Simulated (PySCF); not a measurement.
## C²⁺: ionisation energy

C²⁺ [He] 2s2 (1S) → C³⁺ [He] 2s1 (2S), as a difference of total energies. Calculation: PySCF 2.14, in aug-cc-pwCVDZ (5s4p2d, 27 functions); no relativity, point nucleus. Correlated levels: valence: 1s2 frozen; valence and next inner shell: nothing frozen. The calculations carry no spin-orbit coupling.

```tsv
method	ionisation energy (eV)	error (eV)
UHF	45.769	-2.119
LDA	46.934	-0.954
PBE	47.107	-0.781
PBE0	47.041	-0.847
r2SCAN	46.595	-1.293
B2PLYP	47.112	-0.776
BHandHLYP	47.022	-0.866
M06-2X	47.321	-0.567
TPSSh	47.121	-0.767
MP2 (valence)	46.891	-0.997
SCS-MP2 (valence)	47.116	-0.772
MP2 (valence and next inner shell)	46.929	-0.959
SCS-MP2 (valence and next inner shell)	47.143	-0.745
```

Reference: 47.888 eV (measured; NIST Atomic Spectra Database, ionization energies).

Errors of the correlated levels include the incompleteness of this basis and the frozen core.

MP2 underrates the near-degeneracy of ns² with np² in the lower species.
